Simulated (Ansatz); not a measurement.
`[Br][Au]` + HCl → `[Cl][Au]` + HBr at 298.15 K and 1 bar (ligand exchange at the Au–Br bond).

Isolated molecules relaxed with PBE0-D4/def2-TZVP in Ansatz; ΔE leaves out vibrations. CCSD(T)/CBS is the MP2 limit (def2-TZVPP, def2-QZVPP) plus CCSD(T) − MP2 in def2-TZVPP, frozen cores. This one scheme is used for every species. Elements past krypton have def2 core potentials. For Au, Br outer-core shells are correlated without core-valence functions, which leaves a few kJ/mol of doubt a bond. Scalar relativity is left out up to krypton.

```json
{"species": "`[Br][Au]`", "CCSD(T)/CBS energy (Eh)": "-2708.86234", "H − E (kJ/mol)": "11.5", "S (J/(mol·K))": "263.1"}
{"species": "HCl", "CCSD(T)/CBS energy (Eh)": "-460.38127", "H − E (kJ/mol)": "26.6", "S (J/(mol·K))": "186.8"}
{"species": "`[Cl][Au]`", "CCSD(T)/CBS energy (Eh)": "-595.30960", "H − E (kJ/mol)": "11.8", "S (J/(mol·K))": "252.2"}
{"species": "HBr", "CCSD(T)/CBS energy (Eh)": "-2573.91920", "H − E (kJ/mol)": "24.6", "S (J/(mol·K))": "198.6"}
```

H − E and S are ideal-gas, rigid-rotor, harmonic terms from PBE0-D4/def2-TZVP. 1 Eh = 2625.50 kJ/mol, R = 8.31446 J/(mol·K).

Question: By hand: ΔE, ΔH, ΔS and ΔG.

Answer: ΔE = (-595.30960) + (-2573.91920) − (-2708.86234) − (-460.38127) = 0.01481 Eh = 38.9 kJ/mol. Δ(H − E) = 11.8 + 24.6 − 11.5 − 26.6 = -1.7, so ΔH = 37.2 kJ/mol. ΔS = 252.2 + 198.6 − 263.1 − 186.8 = 0.9 J/(mol·K). ΔG = 37.2 − 298.15 × (0.9)/1000 = 36.9 kJ/mol.

Question: By hand: the equilibrium constant, and the temperature at which ΔG would vanish if ΔH and ΔS stayed fixed.

Answer: log₁₀ K = −ΔG/(RT ln 10) = -6.5. ΔG = 0 at ΔH/ΔS = 41333 K, far beyond where these terms or the molecules hold.

The number of gas molecules stays the same, so ΔS is small and ΔH decides. A doubt of 5 kJ/mol in ΔE shifts log₁₀ K by 0.9 here. These are equilibria of isolated gas molecules and say nothing of rates. Largest T1 diagnostic: 0.025 (customary marks: 0.02 for closed shells, 0.045 for open ones).
